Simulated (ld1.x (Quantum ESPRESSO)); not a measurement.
Configuration tests for gallium (Ga) (ultrasoft)

```json
{
 "Element": "gallium (Ga)",
 "Generator": "ld1.x (Quantum ESPRESSO) 7.5",
 "Type": "ultrasoft",
 "Functional": "BP86",
 "Relativity": "scalar-relativistic",
 "Frozen core": "[Ar]",
 "Valence charge": "13",
 "Reference configuration": "3d10 4s2 4p1",
 "Partial waves": "4s (bound): rcut 1.50, rcutus 1.60 bohr; 4s channel at 1.1 Ry: rcut 1.50, rcutus 1.60 bohr; 4p (bound): rcut 1.60, rcutus 2.10 bohr; 4p channel at 0.85 Ry: rcut 1.60, rcutus 2.10 bohr; 3d (bound): rcut 1.05, rcutus 1.15 bohr; 3d channel at 0.2 Ry: rcut 1.05, rcutus 1.15 bohr",
 "Local potential": "all-electron potential smoothed inside 1.85 bohr (lloc = -2)",
 "Core correction": "none",
 "Augmentation charge": "PSQ, radius 0.90 bohr"
}
```

Energies are relative to the spin-unpolarised reference configuration 3d10 4s2 4p1; without spin polarisation the order of configurations can differ from experiment.

```json
{"valence configuration": "3d10 4s2 4p0", "charge": "+1", "ΔE all-electron (eV)": "5.829", "error AE − PS (meV)": "-175"}
{"valence configuration": "3d10 4s0 4p0", "charge": "+3", "ΔE all-electron (eV)": "58.420", "error AE − PS (meV)": "-112"}
{"valence configuration": "3d10 4s2 4p0.5", "charge": "+0.5", "ΔE all-electron (eV)": "2.101", "error AE − PS (meV)": "-8.9"}
{"valence configuration": "3d10 4s2 4p1.3", "charge": "-0.3", "ΔE all-electron (eV)": "-0.574", "error AE − PS (meV)": "-0.9"}
{"valence configuration": "3d9 4s0 4p0", "charge": "+4", "ΔE all-electron (eV)": "122.356", "error AE − PS (meV)": "-579"}
```

Q: What are ΔE and the potential's error for 3d10 4s1 4p0?

A: ΔE = 27.164 eV all-electron; the error (AE − PS) is -161 meV.

Q: What are ΔE and the potential's error for 3d9 4s2 4p2?

A: ΔE = 20.304 eV all-electron; the error (AE − PS) is -62 meV.
